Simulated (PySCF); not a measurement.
From one molecule to another.

First species: C₈H₆N₂.
InChI=1S/C8H6N2/c1-6-3-7(4-9)8(6)5-10-2/h3,5H,1-2H2/b8-5-

Second species: C₇H₅FN₂.
Bonds: F1–C2, C2–C3 (aromatic), C3–N4 (aromatic), N4–C5 (aromatic), C5–C6 (aromatic), C6–C7 (aromatic), C7–C8 (aromatic), C8–C9 (aromatic), C9–N10 (aromatic), C2–N10 (aromatic), N4–C9 (aromatic). Hydrogens: H11 on C3; H12 on C5; H13 on C6; H14 on C7; H15 on C8.

Levels: PBE0/pcSseg-1 for dipole moment, HOMO energy, LUMO energy and HOMO–LUMO gap; GFN2-xTB for rotational constant A and rotational constant C. Geometries: GFN2-xTB. Each species is one conformer at its optimised geometry, gas phase, non-relativistic unless stated. Electronic properties by PySCF.

The conformers computed, where there is a choice (atom-mapped SMILES and torsion angles):
- `[CH2:1]=[N:2]/[CH:3]=[C:4]1/[C:5](=[CH2:6])[CH:7]=[C:8]1[C:9]#[N:10]`: C1–N2–C3–C4 180°

Which has the higher rotational constant A?

The second: 4.051 GHz against 1.594 GHz, a difference of 2.457 GHz.

Which has the higher HOMO energy?

The second: -6.47 eV against -7.09 eV, a difference of 0.62 eV.

Which of the two has the higher HOMO–LUMO gap, and by how much?

The second: 5.24 eV against 4.76 eV, a difference of 0.48 eV.

Which of the two has the higher LUMO energy, and by how much?

The second: -1.23 eV against -2.33 eV, a difference of 1.10 eV.

Which of the two has the higher rotational constant C, and by how much?

The second: 0.818 GHz against 0.693 GHz, a difference of 0.125 GHz.

Which has the higher dipole moment?

The first: 4.95 D against 4.54 D, a difference of 0.41 D.

On the first: In atomic units the dipole is 1.95 e·bohr (1 au = 2.5417 D).

On the second: The dipole matches unit charges of opposite sign 0.95 Å apart (1 e·Å = 4.8032 D). A dipole of 4.54 D is allowed in Cs, and pure rotational transitions are dipole-allowed.
